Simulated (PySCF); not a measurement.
Gas-phase reaction: GeHCl + Ge3H8 → 4 GeH2 + HCl

Energies from PySCF, thermal terms from the rigid-rotor harmonic-oscillator model, ideal gas at 1 bar. † marks an energy on the PBE0/def2-TZVP geometry and frequencies; other levels use their own. CCSD(T) freezes the core. 6-31G* has spherical d functions here. All species are closed-shell singlets. B3LYP is the form with VWN-RPA correlation. Ge: all electrons, no relativistic terms. GeHCl, GeH2: computed as isolated molecules; such fragments, hydroxides, amides, oligomers or adducts are transient or little studied in the gas. CCSD(T) isn't extrapolated to the basis-set limit. The harmonic model lacks anharmonicity and excited electronic states, which grow with temperature; levels with a mode under 35 cm⁻¹ are left out. Internal rotation in Ge3H8 is treated as a harmonic vibration of one conformer, which makes the entropy rough.

| level | ΔE electronic, kJ | ΔH°(298 K), kJ | ΔS°(298 K), J/K | ΔG°(1800 K), kJ |
|---|---|---|---|---|
| B3LYP/6-31G* | 640 | 605 | 415 | -99 |
| B3LYP/def2-TZVP† | 637 | 602 | 417 | -107 |
| BLYP/def2-TZVP† | 600 | 565 | 417 | -144 |
| CCSD(T)/def2-SVP† | 667 | 631 | 417 | -78 |
| HF/6-31G* | 625 | 588 | 421 | -132 |
| M06-2X/def2-TZVP† | 684 | 648 | 417 | -61 |
| PBE/def2-SVP | 706 | 672 | 415 | -31 |
| PBE/def2-TZVP† | 697 | 662 | 417 | -47 |
| PBE0/def2-SVP† | 727 | 692 | 417 | -17 |
| ωB97M-V/def2-TZVP† | 680 | 644 | 417 | -65 |
ΔH° is lowest at BLYP/def2-TZVP† and highest at PBE0/def2-SVP†. No reference value is set beside these.
